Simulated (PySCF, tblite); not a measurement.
Parent: `[CH3:1][C:2](=[O:3])[c:4]1[n:5][n:6]([CH3:7])[n:8][c:9]1[CH3:10]` with C1–C2–C4–N5 -1°, C6H9N3O.

Computed geometry: GFN2-xTB, gas phase. One conformer each, not checked by frequencies here.

```json
{"coordinate of the parent": "C1–C2", "value": "1.505 Å"}
{"coordinate of the parent": "C2=O3", "value": "1.212 Å"}
{"coordinate of the parent": "C2–C4", "value": "1.463 Å"}
{"coordinate of the parent": "C4–N5", "value": "1.338 Å"}
{"coordinate of the parent": "N5–N6", "value": "1.301 Å"}
{"coordinate of the parent": "N6–C7", "value": "1.431 Å"}
{"coordinate of the parent": "N6–N8", "value": "1.317 Å"}
{"coordinate of the parent": "N8–C9", "value": "1.326 Å"}
{"coordinate of the parent": "C9–C10", "value": "1.478 Å"}
{"coordinate of the parent": "C4–C9", "value": "1.417 Å"}
{"coordinate of the parent": "C1–C2–O3", "value": "123.4°"}
{"coordinate of the parent": "C1–C2–C4", "value": "114.7°"}
{"coordinate of the parent": "O3–C2–C4", "value": "121.9°"}
{"coordinate of the parent": "C2–C4–N5", "value": "123.9°"}
{"coordinate of the parent": "C2–C4–C9", "value": "128.7°"}
{"coordinate of the parent": "N5–C4–C9", "value": "107.4°"}
{"coordinate of the parent": "C4–N5–N6", "value": "105.0°"}
{"coordinate of the parent": "N5–N6–C7", "value": "122.8°"}
{"coordinate of the parent": "N5–N6–N8", "value": "115.2°"}
{"coordinate of the parent": "C7–N6–N8", "value": "122.1°"}
{"coordinate of the parent": "N6–N8–C9", "value": "105.3°"}
{"coordinate of the parent": "N8–C9–C10", "value": "123.6°"}
{"coordinate of the parent": "C4–C9–N8", "value": "107.2°"}
{"coordinate of the parent": "C4–C9–C10", "value": "129.2°"}
```

How does the shared frame change in `[CH3:1][c:2]1[n:3][n:4]([CH3:5])[n:6][c:7]1[C:8]#[N:9]`, C5H6N4? Atoms pair as C2 = C8, C4 = C7, N5 = N6, N6 = N4, C7 = C5, N8 = N3, C9 = C2, C10 = C1 (parent first).

```json
{"parent": "C2–C4", "relative": "C8–C7", "value in the relative": "1.402 Å", "change": "-0.061"}
{"parent": "C4–N5", "relative": "C7–N6", "value in the relative": "1.335 Å", "change": "-0.003"}
{"parent": "N5–N6", "relative": "N6–N4", "value in the relative": "1.302 Å", "change": "+0.001"}
{"parent": "N6–C7", "relative": "N4–C5", "value in the relative": "1.430 Å", "change": "-0.001"}
{"parent": "N6–N8", "relative": "N4–N3", "value in the relative": "1.315 Å", "change": "-0.002"}
{"parent": "N8–C9", "relative": "N3–C2", "value in the relative": "1.324 Å", "change": "-0.002"}
{"parent": "C9–C10", "relative": "C2–C1", "value in the relative": "1.480 Å", "change": "+0.002"}
{"parent": "C4–C9", "relative": "C7–C2", "value in the relative": "1.418 Å", "change": "+0.001"}
{"parent": "C2–C4–N5", "relative": "C8–C7–N6", "value in the relative": "124.7°", "change": "+0.8"}
{"parent": "C2–C4–C9", "relative": "C8–C7–C2", "value in the relative": "127.6°", "change": "-1.1"}
{"parent": "N5–C4–C9", "relative": "N6–C7–C2", "value in the relative": "107.7°", "change": "+0.3"}
{"parent": "C4–N5–N6", "relative": "C7–N6–N4", "value in the relative": "104.7°", "change": "-0.3"}
{"parent": "N5–N6–C7", "relative": "N6–N4–C5", "value in the relative": "122.3°", "change": "-0.5"}
{"parent": "N5–N6–N8", "relative": "N6–N4–N3", "value in the relative": "115.1°", "change": "-0.1"}
{"parent": "C7–N6–N8", "relative": "C5–N4–N3", "value in the relative": "122.5°", "change": "+0.4"}
{"parent": "N6–N8–C9", "relative": "N4–N3–C2", "value in the relative": "105.5°", "change": "+0.2"}
{"parent": "N8–C9–C10", "relative": "N3–C2–C1", "value in the relative": "124.1°", "change": "+0.5"}
{"parent": "C4–C9–N8", "relative": "C7–C2–N3", "value in the relative": "106.9°", "change": "-0.3"}
{"parent": "C4–C9–C10", "relative": "C7–C2–C1", "value in the relative": "129.1°", "change": "-0.1"}
```

Of the parent's bonds, C2–C4 changes most (-0.061 Å). Bonds of the relative outside the shared frame: C8≡N9 1.146 Å.
